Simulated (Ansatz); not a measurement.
The same path of Cl2H2O2Sn + H3P (11 atoms, charge 0, multiplicity 1) was run twice with different band settings. Lost on the way: Sn1–O2, P8–H11. Made: Sn1–P8, O2–H11.

Method: RKS BLYP/def2-SVP in Ansatz.

Relaxed end points:

```xyz
11
Properties=species:S:1:pos:R:3
Sn -0.154 -0.459 -0.020
O -0.394 -0.289 1.960
H -1.239 0.173 2.146
O 1.819 -0.330 -0.325
H 2.061 -0.850 -1.121
Cl -1.371 1.268 -1.125
Cl -0.924 -2.565 -0.825
P 1.828 3.118 1.735
H 2.510 2.181 0.879
H 0.832 3.408 0.734
H 1.024 2.078 2.326
```

```xyz
11
Properties=species:S:1:pos:R:3
Sn 0.096 0.760 0.027
O 0.580 -0.141 2.369
H 1.175 -0.789 1.916
O 1.543 -0.682 0.018
H 1.732 -0.951 -0.904
Cl -0.037 1.100 -2.376
Cl -2.041 -0.270 0.515
P 0.508 3.048 1.115
H 1.883 2.679 1.343
H 0.805 3.622 -0.173
H -0.253 -0.641 2.513
```

Common settings: spring 5.0 eV/Å²; optimiser quadratic models (default); start path through a guess of the saddle point; force threshold 0.03 eV/Å; iteration limit 60; end points relaxed.

| run | movable images | climbing image |
| --- | --- | --- |
| 1 | 5 | yes |
| 2 | 2 | no |

What does each run give, and how far can it be trusted?

Run 1: converged after 60 iterations, highest image 0.948 eV above the first end. Neighbouring images differ by up to 1.2 eV, so the band resolves the path poorly. A vibrational analysis at the climbing image gives one clearly imaginary mode, 1161i cm⁻¹: a first-order saddle point.
Run 2: converged after 14 iterations, highest image 0.030 eV above the first end. No image climbed, so the highest image needn't sit at the top of the path. A band with more images between the same ends climbed to 0.95 eV, so this one has probably stepped over the top. So few images can step over the top or miss a turn of the path.
The orbitals stay closed-shell, which can raise the energy where a bond breaks towards radicals; this wasn't checked here.
